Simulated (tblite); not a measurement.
Compound: trifluoromethanesulfonyl fluoride, CF4O2S.
SMILES with atom numbers: `[O:1]=[S:2](=[O:3])([F:4])[C:5]([F:6])([F:7])[F:8]`

Computed with GFN2-xTB (tblite): harmonic, unscaled wavenumbers at the GFN2-xTB geometry, gas phase. Against measured fundamentals such values can be off by several per cent, at times by over 20.

Harmonic wavenumbers (cm⁻¹): 38.0, 112.4, 118.7, 257.6, 282.3, 292.6, 383.7, 413.5, 469.2, 475.5, 509.1, 666.8, 700.4, 1067.6, 1149.0, 1164.8, 1199.6, 1377.9.

A = 2638, B = 1567, C = 1543 MHz; mass 151.956 u (most abundant isotopes); point group Cs, symmetry number 1.

Zero-point energy?

½Σν̃ = 5339 cm⁻¹ = 15.27 kcal/mol.

What is S at 400 K and 1 bar for an ideal gas of classical rigid rotors and harmonic oscillators?

Translation 42.45, rotation 29.19, vibration 27.92: S = 99.6 cal/(mol K).

And Cp and H(400 K) − H(0)?

Cp = 32.43 cal/(mol K), of which vibrations give 24.48 (their classical limit is 18 R = 35.8); H(400 K) − H(0) = 8.80 kcal/mol without the zero-point energy, 5.62 from vibrations.

What must be added to the electronic energy to get the Gibbs energy at 400 K and 1 bar?

ZPE + [H(400 K) − H(0)] − T·S = 15.27 + 8.80 − 39.82 = -15.75 kcal/mol.

Which modes carry the vibrational entropy at 400 K?

38.0 cm⁻¹: 5.94; 112.4 cm⁻¹: 3.80; 118.7 cm⁻¹: 3.69; 257.6 cm⁻¹: 2.21; 282.3 cm⁻¹: 2.04; 292.6 cm⁻¹: 1.97 cal/(mol K); the other 12 give 8.26 together.

Blend soft modes into free rotors: weight 1/[1 + (100 cm⁻¹/ν̃)⁴] for the oscillator and the rest for a rotor with moment μB/(μ + B), μ = h/(8π²ν), B = 10⁻⁴⁴ kg m². What vibrational entropy results?

25.59 cal/(mol K) in place of 27.92, which changes −T·S at 400 K by +0.93 kcal/mol.

How do the functions run with temperature in this model?

```json
{"T (K)": "150", "S (cal/(mol K))": "74.0", "Cp (cal/(mol K))": "19.8", "H − H(0) (kcal/mol)": "2.04", "G − H(0) (kcal/mol)": "-9.07", "ln q(vib)": "2.28"}
{"T (K)": "250", "S (cal/(mol K))": "85.8", "Cp (cal/(mol K))": "26.2", "H − H(0) (kcal/mol)": "4.36", "G − H(0) (kcal/mol)": "-17.08", "ln q(vib)": "4.21"}
{"T (K)": "298.15", "S (cal/(mol K))": "90.6", "Cp (cal/(mol K))": "28.6", "H − H(0) (kcal/mol)": "5.68", "G − H(0) (kcal/mol)": "-21.33", "ln q(vib)": "5.12"}
{"T (K)": "600", "S (cal/(mol K))": "113.7", "Cp (cal/(mol K))": "37.1", "H − H(0) (kcal/mol)": "15.81", "G − H(0) (kcal/mol)": "-52.41", "ln q(vib)": "10.28"}
{"T (K)": "900", "S (cal/(mol K))": "129.4", "Cp (cal/(mol K))": "40.3", "H − H(0) (kcal/mol)": "27.48", "G − H(0) (kcal/mol)": "-89.01", "ln q(vib)": "14.47"}
```

q(vib) and H(0) count from the zero-point level.

Hindered rotation and anharmonicity are outside this model.

On one thread of an Arm Neoverse V1, shared host, this took 0.18 s wall. The figure is for the frequency step alone.

The values belong to the conformer `[O:1]=[S:2](=[O:3])([F:4])[C:5]([F:6])([F:7])[F:8]`: O1–S2–C5–F6 69°.
